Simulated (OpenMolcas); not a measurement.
V⁺: CASPT2 settings compared

```json
{"Program": "OpenMolcas", "Basis": "ANO-L-VQZP [7s6p4d3f2g]", "Scalar Hamiltonian": "non-relativistic, point nucleus", "Active space": "4 electrons in 6 orbitals (3d 4s)", "State averaging": "2S+1 = 5 even, 15 roots; 2S+1 = 3 even, 80 roots kept (CI in the orbitals of an earlier block, 59 in the spin-orbit step); 2S+1 = 1 even, 63 roots kept (CI in the orbitals of an earlier block, 23 in the spin-orbit step)", "Spin-orbit coupling": "state interaction with AMFI integrals over the reference wave functions, term energies averaged over their components"}
```

Methods on the same reference wave functions:
A. CASSCF
B. SS-CASPT2, IPEA 0.35 Eh, imaginary shift 0.5 Eh (closed shells correlated: 3s 3p)
C. SS-CASPT2, IPEA 0 Eh, sigma2 regulariser 0.25 Eh (closed shells correlated: 3s 3p)
D. SS-CASPT2, IPEA 0.2 Eh, sigma2 regulariser 0.15 Eh (closed shells correlated: 2s 2p 3s 3p)
E. MS-CASPT2, IPEA 0 Eh, sigma2 regulariser 0.25 Eh (closed shells correlated: 3s 3p)
F. MS-CASPT2, IPEA 0.35 Eh, imaginary shift 0.5 Eh (closed shells correlated: 3s 3p)

Energies in cm⁻¹ above 3d⁴ ⁵D₀, the measured ground level; measured values from NIST Handbook of Basic Atomic Spectroscopic Data.

| Level | A | B | C | D | E | F | Measured |
| --- | --- | --- | --- | --- | --- | --- | --- |
| 3d³ 4s ⁵F₁ | -4078 | 2340 | 2130 | 2950 | 2130 | 2340 | 2605 |
| 3d³ 4s ⁵F₂ | -3995 | 2420 | 2210 | 3040 | 2210 | 2430 | 2687 |
| 3d³ 4s ⁵F₃ | -3870 | 2550 | 2330 | 3160 | 2340 | 2550 | 2809 |
| 3d³ 4s ⁵F₄ | -3706 | 2710 | 2500 | 3330 | 2500 | 2720 | 2968 |
| 3d³ 4s ⁵F₅ | -3502 | 2920 | 2700 | 3530 | 2710 | 2920 | 3163 |
| 3d⁴ ⁵D₀ | 0.0 | 0.0 | 0.0 | 0.0 | 0.0 | 0.0 | 0.0 |
| 3d⁴ ⁵D₁ | 43.1 | 43.4 | 44.1 | 43.6 | 45.5 | 44.2 | 36.0 |
| 3d⁴ ⁵D₂ | 128 | 129 | 131 | 129 | 134 | 131 | 107 |
| 3d⁴ ⁵D₃ | 253 | 253 | 256 | 254 | 261 | 256 | 209 |
| 3d⁴ ⁵D₄ | 414 | 413 | 415 | 413 | 420 | 416 | 339 |
| 3d³ 4s ³F₂ | 5219 | 7300 | 5490 | 6900 | 5490 | 7290 | 8640 |
| 3d³ 4s ³F₃ | 5421 | 7500 | 5690 | 7100 | 5700 | 7500 | 8842 |
| 3d³ 4s ³F₄ | 5691 | 7770 | 5960 | 7370 | 5970 | 7760 | 9098 |
| 3d³ 4s ⁵P₁ | 9743 | 13790 | 12960 | 14100 | 12940 | 13810 |  |
| 3d³ 4s ⁵P₂ | 9818 | 13860 | 13040 | 14160 | 13010 | 13890 |  |
| 3d³ 4s ⁵P₃ | 9955 | 14020 | 13150 | 14370 | 13160 | 14020 |  |
| 3d³ 4s ³G₃ | 11972 | 15130 | 13350 | 15160 | 13350 | 15130 |  |
| 3d³ 4s ³G₄ [74 %] | 12064 | 15200 | 13460 | 15170 | 13440 | 15220 |  |
| 3d³ 4s ³G₅ [68 %] | 12185 | 15300 | 13570 | 15260 | 13560 | 15340 |  |
| 3d³ 4s ³P₀(1) [55 %] | 15023 | 14940 | 11660 | 14440 | 8350 | 11860 |  |
| 3d³ 4s ³H₅ [54 %] | 16160 | 16650 | 13950 | 16270 | 16540 | 19590 |  |
| 3d³ 4s ³H₆ [54 %] | 16254 | 16740 | 14000 | 16350 | 16630 | 19680 |  |

A puts 3d³ 4s ⁵F₁ lowest.

Deviations, from unrounded energies. A percentage is the sum of absolute deviations over the sum of measured energies, with the sign that they share, or ± where signs differ.

| Against measurement | Levels | A | B | C | D | E | F |
| --- | --- | --- | --- | --- | --- | --- | --- |
| mean absolute deviation (cm-1) | 12 | 3600 | 450 | 1000 | 590 | 990 | 450 |
| fine structure of the ground term (%) | 4 | +21.3 | +21.4 | +22.4 | +21.5 | +24.5 | +22.6 |
| other configurations (%) | 8 | -106.9 | -13.0 | -28.9 | ±17.1 | -28.8 | -13.0 |

B, F lie about equally close to measurement and A furthest from it. The largest miss of B in the table is 3d³ 4s ³F₂, by -1300 cm-1. The ranking rests on the paired levels alone, and a cruder setting can come out closer through cancelling errors.

Among B to F the level of the table that moves most is 3d³ 4s ³P₀(1) [55 %], by 6600 cm-1 (lowest in E, highest in B). Moves below CASPT2's spread within the term are not significant.

The mean deviations of B to F differ by less than CASPT2's widest spread within a term (2600 cm-1), so their order carries little weight.

The lowest spin-free term lies below A's lowest term by 0.380 hartree in B, 0.395 hartree in C, 0.433 hartree in D, 0.395 hartree in E, 0.380 hartree in F.

CASPT2 breaks the degeneracy within a term, and the mean is taken; among the terms shown or strongly mixed into the levels shown the widest spread is 2600 cm-1 (3d³ 4s ³F, E). Some high roots are left out of the spin-orbit mixing, which shifts the levels that they would mix with. Terms from blocks run as CI alone lack orbitals of their own. Configurations are named by rounded mean occupations; where the s occupation lies near a half they are strongly mixed, a name can repeat and a true partner stay unpaired. A single d shell beside an s shell can misplace configurations of different d count against each other. The CASPT2 spread within a term exceeds the gap to the next term for 3d³ 4s ⁵P and 3d⁴ ³H, 3d⁴ ³H and 3d³ 4s ³G, 3d³ 4s ³G and 3d³ 4s ³H, so the order of their levels is uncertain, and so are names and mixing where such terms share a J (figures for C; the like holds for D, E, F). Without dynamic correlation excited terms often stand tens of per cent too high (terms of higher spin than the ground term too low), and those without a measured partner can miss by more than the paired ones (holds for A). The lowest computed level is not the ground level that NIST lists (5D0) (holds for A). Computed and measured levels are paired by configuration, term and J; levels that our copy of the source lacks, or whose pairing is in doubt (as where it misses far off the trend of its configuration), stay unpaired and out of the deviations. Only configurations of the active space appear. Levels that lie high or do not pair safely by name in every column are left out.

A share in square brackets marks a mixed level and gives the weight of the term that names it, the lowest over the columns. A number in round brackets counts repeated terms of one configuration in the order of the reference energies.
